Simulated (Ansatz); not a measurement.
Consider the ligand exchange at the Sn–F bond: `C[CH](C)[Sn][F]` + HCl → `C[CH](C)[Sn][Cl]` + H–F.

Computed with Ansatz on PBE0-D4/def2-TZVP structures; ΔE is electronic, products minus reactants. CCSD(T)/CBS adds triple-zeta CCSD(T) − MP2 to the extrapolated MP2 energy (def2 sets, frozen cores). This one scheme is used for every species. DFT in def2-TZVPP. Elements past krypton have def2 core potentials. For Sn outer-core shells are correlated without core-valence functions, which leaves a few kJ/mol of doubt a bond. Each species was taken in one conformer, which may not be the lowest.

`C[CH](C)[Sn][F]`:

Z-matrix (Å, degrees):
```
C
C 1 1.523
H 1 1.095 2 112.7
H 1 1.094 2 111.0 3 -120.9
H 1 1.097 2 111.1 3 119.8
C 2 1.523 1 111.7 3 -177.1
Sn 2 2.201 1 109.2 3 62.3
H 2 1.097 1 109.6 3 -55.5
H 6 1.097 2 111.1 1 57.5
H 6 1.094 2 111.0 1 -61.8
H 6 1.095 2 112.7 1 177.3
F 7 1.956 2 91.9 1 60.6
```

HCl:

```xyz
2

Cl   -0.393    0.319    0.390
H     0.393   -0.319   -0.390
```

`C[CH](C)[Sn][Cl]`:

Z-matrix (Å, degrees):
```
C
C 1 1.522
H 1 1.097 2 110.9
H 1 1.095 2 112.7 3 -119.8
H 1 1.094 2 111.1 3 119.3
C 2 1.522 1 111.8 3 -57.9
Sn 2 2.206 1 110.7 3 178.1
H 2 1.098 1 109.3 3 63.2
H 6 1.097 2 110.9 1 58.0
H 6 1.094 2 111.1 1 -61.3
H 6 1.095 2 112.7 1 177.8
Cl 7 2.384 2 94.4 1 62.2
```

H–F:

Cartesian coordinates in Å:
```
F -0.243 -0.108 0.375
H 0.243 0.108 -0.375
```

```tsv
species	RPA@PBE/def2-TZVPP energy (Eh)
`C[CH](C)[Sn][F]`	-432.21909
HCl	-460.43307
`C[CH](C)[Sn][Cl]`	-792.20477
H–F	-100.45915
```

Question: Work out ΔE.

Answer: ΔE = (-792.20477) + (-100.45915) − (-432.21909) − (-460.43307) = -0.01176 Eh = -30.9 kJ/mol. CCSD(T)/CBS gives -39.3 kJ/mol.

Question: What do rigid-rotor, harmonic-oscillator terms from PBE0-D4/def2-TZVP frequencies (298.15 K, 1 bar) make of the CCSD(T)/CBS value? (Estimate.)

Answer: Ansatz gave: ΔZPE = +5.6 kJ/mol, ΔH = -33.1 kJ/mol, ΔS = -5 J/(mol·K), ΔG = -31.7 kJ/mol. Modes under 50 cm⁻¹ make the entropy rough.

Largest T1 diagnostic among the species: 0.014.

From r2SCAN to r2SCAN0 (25 % exact exchange), in def2-TZVPP and without D4, ΔE moves by −7.6 kJ/mol. Leaving LDA and LC-ωPBE aside and taking each functional with its dispersion term where it has one, the values, not all of them listed here, spread over 15.4 kJ/mol, from PBE-QIDH to CAM-B3LYP-D4. LDA lies −5.6 kJ/mol from PBE without D4.
